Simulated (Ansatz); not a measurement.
Harmonic frequencies (cm⁻¹) at PBE0-D4/def2-TZVP from Ansatz: 71, 166, 197, 209, 230, 274, 327, 338, 391, 414, 463, 620, 686, 753, 780, 1076, 3868, 3911.

Each molecule was computed in one conformer, which needn't be the lowest.

Question: Which molecule is it?
A. `[O]=[W]([OH])([OH])([F])[Cl]`
B. `[NH2][W](=[O])(=[O])[OH]`
C. `[CH3][W](=[S])(=[S])[Cl]`
D. `[NH2][W](=[O])([F])=[S]`

Answer: A.
